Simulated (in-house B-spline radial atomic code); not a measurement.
Response of Li⁺ as one setting changes: the share of exact exchange in a PBE hybrid. A dash marks a strongly mixed or unbound state. Computed with a B-spline radial code for spherical atoms: linear response of the closed shell 1s2 with the functional's adiabatic kernel; non-relativistic, point nucleus, no spin-orbit coupling, no double excitations, S, P, D and F terms only.

| share of exact exchange in a PBE hybrid | lowest 1P (eV) | lowest 3P, Tamm-Dancoff (eV) | minus highest occupied level (eV) | α (bohr³) |
| --- | --- | --- | --- | --- |
| 0 | 1s → 2p 55.67 | 1s → 2p 55.11 | 60.41 | 0.2079 |
| 0.1 | 1s → 2p 56.52 | 1s → 2p 55.90 | 62.04 | 0.2057 |
| 0.2 | 1s → 2p 57.35 | 1s → 2p 56.66 | 63.67 | 0.2035 |
| 0.3 | 1s → 2p 58.16 | 1s → 2p 57.41 | 65.30 | 0.2014 |
| 0.4 | ? | ? | ? | ? |
| 0.5 | 1s → 2p 59.73 | 1s → 2p 58.85 | 68.58 | 0.1973 |
| 0.6 | 1s → 2p 60.50 | 1s → 2p 59.55 | 70.23 | 0.1953 |
| 0.7 | ? | ? | ? | ? |
| 0.8 | 1s → 2p 61.99 | 1s → 2p 60.91 | 73.53 | 0.1916 |
| 0.9 | 1s → 2p 62.72 | 1s → 2p 61.58 | 75.19 | 0.1898 |
| 1 | 1s → 2p 63.44 | 1s → 2p 62.23 | 76.85 | 0.188 |

Question: What belongs in the row for 0.7?

Answer: lowest 1P (eV): 1s → 2p 61.25; lowest 3P, Tamm-Dancoff (eV): 1s → 2p 60.24; minus highest occupied level (eV): 71.88; α (bohr³): 0.1934.

Question: What belongs in the row for 0.4?

Answer: lowest 1P (eV): 1s → 2p 58.95; lowest 3P, Tamm-Dancoff (eV): 1s → 2p 58.14; minus highest occupied level (eV): 66.94; α (bohr³): 0.1993.
